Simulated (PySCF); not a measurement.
BrCl, SMILES ClBr.

Geometry: PBE0-D3(BJ)/def2-TZVP.

Level of theory: HF/def2-TZVPD run with PySCF.

The molecule is in vacuum.

- total energy = -3031.90351 hartree
- point group = C∞v
- highest occupied level = -11.48 eV
- lowest empty level = 0.23 eV
- orbital gap = 11.71 eV
- dipole moment = 0.49 D
- quadrupole, principal values (traceless, Buckingham form, about the centre of nuclear charge) = -1.78, -1.78, 3.55 D·Å
- mean static polarisability = 36.8 bohr³ (5.45 Å³)
- polarisability, principal values = 29.4, 29.4, 51.6 bohr³
